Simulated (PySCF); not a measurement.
**Dipole moment and polarisability of `C/C=C/[Se]C`**

C₄H₈Se.
Structure used (PBE0-D3(BJ)/def2-SVP), in Å, numbered top down from 1:
```
atom  x, y, z in Å
C1    -2.2166    0.5783   -0.2727
C2    -0.7602    0.2539   -0.1878
C3    -0.2639   -0.9857   -0.2788
Se4    1.5349   -1.5443   -0.1909
C5     2.3886    0.1728    0.0605
H6    -2.4235    1.2786   -1.0997
H7    -2.5720    1.0689    0.6495
H8    -2.8257   -0.3237   -0.4322
H9    -0.0825    1.1024   -0.0405
H10   -0.9364   -1.8390   -0.4262
H11    2.1897    0.8335   -0.7947
H12    2.0456    0.6435    0.9923
H13    3.4676   -0.0198    0.1270
```

Level: CAM-B3LYP/def2-SVPD (PySCF), static field, nuclei fixed, core orbitals frozen in the response. The polarisability tensor in these axes (au):

```
x    99.39 -11.94   1.99
y   -11.94  83.58   1.60
z     1.99   1.60  59.70
```

Q: Give the principal values, the mean and the anisotropy Δα = √{½[(α1 − α2)² + (α2 − α3)² + (α1 − α3)²]}.

A: Principal values 59.37, 77.47 and 105.83 au; mean 80.89 au = 11.99 Å³ = 13.34 × 10⁻⁴⁰ C²·m²/J; Δα = 40.56 au (50 % of the mean).

Q: What is the dipole moment, and where does it point?

A: (-0.23, 1.39, 0.13) D, 1.42 D in size, pointing from the negative to the positive side. Measured along this direction, the outermost atoms are Se4 and H10 at the negative end and H6 and H7 at the positive end.

Q: Give the principal axes and the span of the nuclei along them.

A: Largest value along (0.88, -0.47, 0.02), where the nuclei span 5.83 Å; middle along (0.47, 0.88, 0.13), 3.75 Å; least along (-0.08, -0.11, 0.99), 1.80 Å. The response follows the extents in order.

Q: What would n − 1 = 2πNα be for an ideal gas of these molecules at 298.15 K and 1 atm, electronic part alone?

A: N = p/kT = 2.4615 × 10¹⁹ cm⁻³, so n − 1 = 2π × N × 11.99 × 10⁻²⁴ cm³ = 1854 × 10⁻⁶ at long wavelengths, for an ideal gas.

Q: Molar refractivity from α?

A: Lorentz–Lorenz: R = (4π/3)N_A α = 2.5225 cm³/(mol·Å³) × 11.99 Å³ = 30.2 cm³/mol, in the limit of long wavelengths.

Q: Give the eigenvalues of the traceless quadrupole moment Θ = ½Σq(3rr − r²1), origin at the centre of nuclear charge.

A: -5.62, -0.66, 6.28 D·Å. The values depend on the origin, since the dipole doesn't vanish. The electronic extent ⟨r²⟩ about the same centre is 894 bohr², a root-mean-square distance of 1.95 Å for the 66 electrons.

Q: Sum over states: ᾱ = Σ f/ω², ω in Eh. What share falls to these 6 lowest TDDFT singlets (eV, f)? 4.68, 0.0000; 5.55, 0.0208; 5.64, 0.3078; 5.64, 0.0121; 6.40, 0.0004; 6.53, 0.0147.

A: They add up to 8.22 au, 10.2 % of the 80.89 au; the largest single term is 7.18 au, from the state at 5.64 eV. Terms in order: 0.00, 0.50, 7.18, 0.28, 0.01, 0.26 au. Higher excitations give the rest. The strengths listed sum to 0.356.

The structure is a single PBE0-D3(BJ)/def2-SVP conformer in the gas phase; no vibrational or solvent corrections. The calculation is non-relativistic, for selenium too.
